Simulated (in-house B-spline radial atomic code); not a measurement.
The numbers below are computed, except where a source is named.
## Building a PAW d channel for Pd, r_c = 1.3 bohr

Pd, [Kr] 4d10, non-relativistic LDA (VWN5), spherical and spin-unpolarised, from an all-electron radial atomic-structure program (B-spline basis) (atomic units; all potentials screened as in the neutral atom).

Two all-electron partial waves φ1, φ2 are integrated outwards at E1 = ε(4d) = -0.160771 and E2 = E1 + 1.5 hartree; φ1 is the bound orbital and φ2 has unit norm inside r_c = 1.3032 bohr. Smooth partners are polynomials, r^3(a0 + a1 r² + a2 r⁴ + a3 r⁶), matched to φ and three derivatives at r_c, with no condition on the norm. The local potential is -21.1315 + (29.9619) r² + (-17.5863) r⁴ + (3.8295) r⁶ inside 1.0669 bohr and the all-electron one outside.

```tsv
wave	φ(r_c)	φ'(r_c)	a0	a1	a2	a3
1	0.8080143	-0.2916026	2.517502	-2.609871	1.05433	-0.1553597
2	0.6174944	-2.636494	4.818151	-5.642697	2.337957	-0.346931
```

Inside r_c the overlaps are <φi φj> = [[0.44545, 0.65009], [0.65009, 1.00000]] and, for the smooth waves, [[0.38130, 0.52170], [0.52170, 0.74668]]. With χj = (Ej − T − V_local) applied to smooth wave j, the program's quadrature gives the matrix B_ij = <smooth i, χj> as [[0.14225, 0.12175], [0.31433, 0.37802]].

(1) Check the match of the first wave, and find the augmentation charges q_ij.

(2) B isn't symmetric. Show that D_ij = B_ij + Ej q_ij is.

Solving (T + V_local + Σ p D p) ψ = E (1 + Σ p q p) ψ in a sphere of 9 bohr, whose wall lifts the free-atom level a little, gives these levels:

```
all-electron  one projector  two projectors
   -0.160743      -0.160743       -0.160743
    0.144796       0.144582        0.144796
    0.432959       0.431094        0.432959
    0.867446       0.858444        0.867445
    1.441000       1.407610        1.441000
```

(3) What does the second projector gain?

Results:

(1) At r_c the four terms are 5.57190, -9.81012, 6.73060, -1.68437, which sum to 0.8080, φ1(r_c) to rounding. q_ij is the all-electron overlap less the smooth one: [[0.06415, 0.12839], [0.12839, 0.25332]]. The smooth first wave has a norm of 0.3813 inside r_c against 0.4454, and q11 > 0 puts back the missing charge.

(2) Integrating by parts gives B12 − B21 = (E1 − E2) q12: 0.12175 − (0.31433) = -0.19258, and −1.5 × (0.12839) = -0.19258. So D12 = 0.12175 + (1.339229)(0.12839) = 0.29369 and D21 = 0.31433 + (-0.160771)(0.12839) = 0.29369; D11 = 0.13194, D22 = 0.71728. The projectors, p = (B⁻¹)ᵀ χ, are dual to the smooth waves; det B = 0.016.

(3) With one projector the errors are 0.00, -0.21, -1.87, -9.00, -33.39 millihartree. With two the errors are 0.00, 0.00, 0.00, 0.00, 0.00 millihartree. The scattering is exact at E1 and at E2 = 1.339, and over all levels compared the largest error is under 0.01 millihartree. The lowest eigenvalue of the overlap operator is 1 with one and 0.9431 with two projectors. The smooth orbital alone needs a cutoff of 32.6 hartree for 1 millihartree of kinetic energy, against 32.3 for a norm-conserving Troullier-Martins orbital of the same radius.
